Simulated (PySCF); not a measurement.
C₃H₆N₂Si.
SMILES with atom numbers: `[N:1]#[C:2][CH2:3]/[CH:4]=[N:5]\[SiH3:6]` (hydrogens: H7, H8 on C3; H9 on C4; H10, H11, H12 on Si6)

The same species was optimised twice, with GFN2-xTB and with PBE0-D3(BJ)/def2-SVP (PySCF), and the same property calculations (PySCF, gas phase) were run on both structures.

```csv
coordinate,GFN2-xTB,PBE0-D3(BJ)/def2-SVP,change
N5–Si6 (Å),1.721,1.748,+0.027
C2–C3 (Å),1.439,1.456,+0.017
C4=N5 (Å),1.242,1.257,+0.015
N1≡C2 (Å),1.143,1.157,+0.014
C3–C4 (Å),1.516,1.523,+0.007
C4–N5–Si6 (°),138.0,134.4,-3.6
C2–C3–C4 (°),109.4,112.6,+3.2
N1–C2–C3 (°),178.9,178.3,-0.6
C3–C4–N5 (°),126.9,126.8,-0.1
C2–C3–C4–N5 (°),116,140,+24
```

Rotational constants: A = 7753, B = 1284, C = 1218 MHz (GFN2-xTB) against A = 9921, B = 1150, C = 1100 MHz (PBE0-D3(BJ)/def2-SVP). Point groups within 0.08 Å: C1 and C1.

On the GFN2-xTB structure: N1s of N1 (eV) 405.15 [delta-SCF UKS SCAN, pcX-2 on the ionised atom, pcseg-1 elsewhere, spin-free X2C]; C1s of C2 (eV) 292.39 [delta-SCF UKS SCAN, pcX-2 on the ionised atom, pcseg-1 elsewhere, spin-free X2C]; C1s of C3 (eV) 292.59 [delta-SCF UKS SCAN, pcX-2 on the ionised atom, pcseg-1 elsewhere, spin-free X2C]; C1s of C4 (eV) 292.68 [delta-SCF UKS SCAN, pcX-2 on the ionised atom, pcseg-1 elsewhere, spin-free X2C]; N1s of N5 (eV) 404.63 [delta-SCF UKS SCAN, pcX-2 on the ionised atom, pcseg-1 elsewhere, spin-free X2C]; Si1s of Si6 (eV) 1847.05 [delta-SCF UKS SCAN, pcX-2 on the ionised atom, pcseg-1 elsewhere, spin-free X2C]; Si2p of Si6 (eV) 107.45 [delta-SCF UKS SCAN, pcX-2 on the ionised atom, pcseg-1 elsewhere, spin-free X2C].

Question: What do these properties become on the PBE0-D3(BJ)/def2-SVP structure?

Answer: 
| property | level | on GFN2-xTB | on PBE0-D3(BJ)/def2-SVP | change |
| --- | --- | --- | --- | --- |
| N1s of N1 (eV) | delta-SCF UKS SCAN, pcX-2 on the ionised atom, pcseg-1 elsewhere, spin-free X2C | 405.15 | 405.25 | +0.10 |
| C1s of C2 (eV) | delta-SCF UKS SCAN, pcX-2 on the ionised atom, pcseg-1 elsewhere, spin-free X2C | 292.39 | 292.49 | +0.10 |
| C1s of C3 (eV) | delta-SCF UKS SCAN, pcX-2 on the ionised atom, pcseg-1 elsewhere, spin-free X2C | 292.59 | 292.69 | +0.10 |
| C1s of C4 (eV) | delta-SCF UKS SCAN, pcX-2 on the ionised atom, pcseg-1 elsewhere, spin-free X2C | 292.68 | 292.83 | +0.15 |
| N1s of N5 (eV) | delta-SCF UKS SCAN, pcX-2 on the ionised atom, pcseg-1 elsewhere, spin-free X2C | 404.63 | 404.75 | +0.12 |
| Si1s of Si6 (eV) | delta-SCF UKS SCAN, pcX-2 on the ionised atom, pcseg-1 elsewhere, spin-free X2C | 1847.05 | 1847.28 | +0.23 |
| Si2p of Si6 (eV) | delta-SCF UKS SCAN, pcX-2 on the ionised atom, pcseg-1 elsewhere, spin-free X2C | 107.45 | 107.64 | +0.19 |

The heavy atoms differ by 0.226 Å rms after alignment. Among bonds between heavy atoms N5–Si6 changes most (+0.027 Å). Changes are differences of the printed values. Neither structure is proved a minimum here.

The values belong to the conformer `[N:1]#[C:2][CH2:3]/[CH:4]=[N:5]\[SiH3:6]`: C2–C3–C4–N5 140°.
